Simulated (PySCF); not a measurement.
C₃H₆PSi (charge -1).
Numbering: `[CH:1]#[C:2][P-:3][CH2:4][SiH3:5]` (hydrogens: H6 on C1; H7, H8 on C4; H9, H10, H11 on Si5)

Structure used (PBE0-D3(BJ)/def2-SVP), in Å, numbered top down from 1:
```
atom  x, y, z in Å
C1     2.6238   -0.9764    0.5318
C2     1.7260   -0.2110    0.8940
P3     0.5027    0.8995    1.4828
C4    -0.4050    1.1773   -0.1740
Si5   -1.4859   -0.3233   -0.4083
H6     3.3693   -1.6824    0.2237
H7     0.2823    1.3576   -1.0178
H8    -1.0387    2.0754   -0.0661
H9    -0.7176   -1.6054   -0.3715
H10   -2.2476   -0.3694   -1.7358
H11   -2.5725   -0.3671    0.6272
```

Jobs on this species (11 atoms, 54 electrons) with PySCF (density fitting). Hardware of each: Arm Neoverse V2, one thread (shared host). The host was shared with other jobs, so the times are rough. Peak memory is the resident size of the whole Python process, interpreter and libraries included.

```json
{"level and settings": "PBE0/pcSseg-1, IEF-PCM chloroform", "work": "shieldings", "basis functions": "129", "SCF cycles": "?", "wall time": "?", "peak memory": "?"}
{"level and settings": "KT2/pcSseg-2", "work": "shieldings", "basis functions": "278", "SCF cycles": "?", "wall time": "?", "peak memory": "?"}
{"level and settings": "B3LYP/def2-SVPD", "work": "10 singlets by full TDDFT, 4 Tamm–Dancoff triplets, polarisability, ΔSCF ions", "basis functions": "156", "SCF cycles": "14", "wall time": "26 s", "peak memory": "0.77 GiB"}
{"level and settings": "B3LYP/def2-SVPD, IEF-PCM acetonitrile", "work": "6 singlets by full TDDFT, polarisability", "basis functions": "156", "SCF cycles": "14", "wall time": "12 s", "peak memory": "0.79 GiB"}
{"level and settings": "PBE0/pcSseg-1, IEF-PCM acetonitrile", "work": "shieldings, charges and field gradients", "basis functions": "129", "SCF cycles": "13", "wall time": "10 s", "peak memory": "0.68 GiB"}
{"level and settings": "delta-SCF UKS SCAN, pcX-2 on the ionised atom, pcseg-1 elsewhere, spin-free X2C", "work": "ΔSCF core ionisation, 7 holes", "basis functions": "150", "SCF cycles": "119", "wall time": "33 s", "peak memory": "0.55 GiB"}
{"level and settings": "PBE0-D3(BJ)/def2-SVP, grid level 1", "work": "geometry optimisation from a GFN2-xTB start shaken at random", "basis functions": "108", "SCF cycles": "81", "wall time": "45 s", "peak memory": "0.45 GiB"}
{"level and settings": "PBE0/pcSseg-1", "work": "shieldings, charges and field gradients", "basis functions": "129", "SCF cycles": "13", "wall time": "11 s", "peak memory": "0.69 GiB"}
```

Fill in the missing figures.

- PBE0/pcSseg-1, IEF-PCM chloroform; shieldings: 7.9 s, 0.69 GiB, 13 SCF cycles
- KT2/pcSseg-2; shieldings: 40 s, 0.86 GiB, 17 SCF cycles

What do all jobs in the table cost together?

About 3.1 min; the longest takes about 24 % of that, and about 5.7 times as long as the shortest.
